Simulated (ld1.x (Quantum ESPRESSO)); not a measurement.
**Logarithmic derivatives: Cr, RRKJ**

| Property | Result |
| --- | --- |
| Element | chromium (Cr) |
| Generator | ld1.x (Quantum ESPRESSO) 7.5 |
| Type | norm-conserving RRKJ (Kleinman–Bylander form) |
| Functional | revPBE |
| Relativity | scalar-relativistic |
| Frozen core | [Ne] 3s2 |
| Valence charge | 12 |
| Reference configuration | 3p6 3d5 4s0.5 4p0 (charge +0.5) |
| Partial waves | 3p (bound): rc 1.55 bohr; 3d (bound): rc 1.05 bohr; 4s (bound): rc 2.05 bohr |
| Local potential | the s channel |
| Core correction | none |

The phase is arctan(r·u′/u) with u = r·R(r), unwrapped; energies in Ry, scanned from -6 to 5 Ry. A pole is an energy at which the radial function vanishes at the test radius. The pseudo phase is shifted by a multiple of π to meet the all-electron one at the reference energy, and phase errors are pseudo minus all-electron; the curves can meet again beyond the range given. Levels narrower than the energy grid can be missing from the lists of poles.

Problem. For each channel, where are the poles, and over which energies does the pseudopotential scatter like the atom?

Solution.

| channel | radius (bohr) | reference energy (Ry) | poles, all-electron | poles, pseudo | unbroken range about the reference energy with phases within 0.05 rad | phase error 1 Ry above the reference energy (rad) |
| --- | --- | --- | --- | --- | --- | --- |
| s | 2.26 | -0.50 | -5.63, 3.47 | 2.38 | -5.3 to 0.6 | -0.047 |
| p | 2.26 | -3.58 | -3.48, 4.59 | -3.48 | -3.7 to -1.5 | +0.020 |
| d | 2.26 | -0.45 | -0.05 | -0.01 | below 0.4 | +0.057 |

Phases in the p channel:

```json
{"E (Ry)": "-6.00", "all-electron": "1.369", "pseudo": "1.373"}
{"E (Ry)": "-5.48", "all-electron": "1.355", "pseudo": "1.360"}
{"E (Ry)": "-4.96", "all-electron": "1.335", "pseudo": "1.342"}
{"E (Ry)": "-4.44", "all-electron": "1.300", "pseudo": "1.309"}
{"E (Ry)": "-3.92", "all-electron": "1.169", "pseudo": "1.187"}
{"E (Ry)": "-3.40", "all-electron": "-1.646", "pseudo": "-1.640"}
{"E (Ry)": "-2.88", "all-electron": "-1.780", "pseudo": "-1.764"}
{"E (Ry)": "-2.36", "all-electron": "-1.830", "pseudo": "-1.807"}
{"E (Ry)": "-1.84", "all-electron": "-1.877", "pseudo": "-1.841"}
{"E (Ry)": "-1.32", "all-electron": "-1.935", "pseudo": "-1.879"}
{"E (Ry)": "-0.80", "all-electron": "-2.019", "pseudo": "-1.925"}
{"E (Ry)": "-0.28", "all-electron": "-2.161", "pseudo": "-1.988"}
{"E (Ry)": "0.24", "all-electron": "-2.441", "pseudo": "-2.079"}
{"E (Ry)": "0.76", "all-electron": "-3.054", "pseudo": "-2.225"}
{"E (Ry)": "1.28", "all-electron": "-3.831", "pseudo": "-2.482"}
{"E (Ry)": "1.80", "all-electron": "-4.245", "pseudo": "-2.950"}
{"E (Ry)": "2.32", "all-electron": "-4.438", "pseudo": "-3.568"}
{"E (Ry)": "2.84", "all-electron": "-4.544", "pseudo": "-4.013"}
{"E (Ry)": "3.36", "all-electron": "-4.613", "pseudo": "-4.256"}
{"E (Ry)": "3.88", "all-electron": "-4.662", "pseudo": "-4.395"}
{"E (Ry)": "4.40", "all-electron": "-4.700", "pseudo": "-4.482"}
{"E (Ry)": "4.92", "all-electron": "-4.733", "pseudo": "-4.542"}
```
